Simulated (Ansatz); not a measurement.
`[F][Ge][F]` + H₂ → `[F][GeH]` + H–F at 500 K and 1 bar (hydrogenolysis of a Ge–F bond).

Isolated molecules relaxed with PBE0-D4/def2-TZVP in Ansatz; ΔE leaves out vibrations. CCSD(T)/CBS is the MP2 limit (def2-TZVPP, def2-QZVPP) plus CCSD(T) − MP2 in def2-TZVPP, frozen cores. This one scheme is used for every species. For Ge outer-core shells are correlated without core-valence functions, which leaves a few kJ/mol of doubt a bond. Scalar relativity is left out up to krypton.

```
     species  CCSD(T)/CBS energy (Eh)  H − E (kJ/mol)  S (J/(mol·K))
`[F][Ge][F]`              -2275.77030            31.8          297.3
          H₂                 -1.17544            41.0          145.5
  `[F][GeH]`              -2176.50038            39.0          274.7
         H–F               -100.39570            39.4          188.7
```

H − E and S are ideal-gas, rigid-rotor, harmonic terms from PBE0-D4/def2-TZVP. The MP2-based limit puts H₂ 0.8 mEh under its directly extrapolated value; such offsets cancel only in part. 1 Eh = 2625.50 kJ/mol, R = 8.31446 J/(mol·K).

Question: By hand: ΔE, ΔH, ΔS and ΔG.

Answer: ΔE = (-2176.50038) + (-100.39570) − (-2275.77030) − (-1.17544) = 0.04966 Eh = 130.4 kJ/mol. Δ(H − E) = 39.0 + 39.4 − 31.8 − 41.0 = 5.6, so ΔH = 136.0 kJ/mol. ΔS = 274.7 + 188.7 − 297.3 − 145.5 = 20.6 J/(mol·K). ΔG = 136.0 − 500 × (20.6)/1000 = 125.7 kJ/mol.

Question: By hand: the equilibrium constant, and the temperature at which ΔG would vanish if ΔH and ΔS stayed fixed.

Answer: log₁₀ K = −ΔG/(RT ln 10) = -13.1. ΔG = 0 at ΔH/ΔS = 6602 K, far beyond where these terms or the molecules hold.

ΔH outweighs TΔS. A doubt of 5 kJ/mol in ΔE shifts log₁₀ K by 0.5 here. These are equilibria of isolated gas molecules and say nothing of rates. Largest T1 diagnostic: 0.015 (customary marks: 0.02 for closed shells, 0.045 for open ones).
